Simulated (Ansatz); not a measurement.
Consider the ligand exchange at the Al–Te bond: `[TeH][Al]1[CH2][O]1` + H–F → `[F][Al]1[CH2][O]1` + H₂Te.

Computed with Ansatz on PBE0-D4/def2-TZVP structures; ΔE is electronic, products minus reactants. CCSD(T)/CBS adds triple-zeta CCSD(T) − MP2 to the extrapolated MP2 energy (def2 sets, frozen cores). This one scheme is used for every species. DFT in def2-TZVPP. HSE06 is defined as in plane-wave codes. def2 core potentials past Kr. For Te outer-core shells are correlated without core-valence functions, which leaves a few kJ/mol of doubt a bond.

```tsv
level	ΔE (kJ/mol)
revPBE	-42.9
r2SCANh	-49.7
r2SCAN0	-47.9
HSE06	-40.1
RPA@PBE/def2-TZVPP	-53.0
MP2/def2-SVP	-59.3
HF/def2-QZVPP	-67.6
SCS-MP2/def2-QZVPP	-51.7
```

(1) What does CCSD(T)/CBS give? (Best estimate.)

Largest T1 diagnostic among the species: 0.015.

Answers

(1) The calculation gave: -45.0 kJ/mol. The listed levels differ from it by 2.1, -4.7, -2.9, 4.9, -8.0, -14.3, -22.6, -6.7 kJ/mol.

Leaving LDA and LC-ωPBE aside and taking each functional with its dispersion term where it has one, the values, not all of them listed here, spread over 26.7 kJ/mol, from B97M-V to HSE06-D4. At CCSD(T), def2-SVP lies −14.7 kJ/mol from the extrapolated value and def2-TZVPP −5.3 kJ/mol. The D4 term adds +5.5 kJ/mol with B3LYP and +3.2 kJ/mol with PBE0; it sums over pairs of atoms, weighted by their polarisabilities, and B3LYP, whose exchange is more repulsive, gets the larger term.

B3LYP here is the variant with VWN-RPA as its local correlation; programs differ in this.
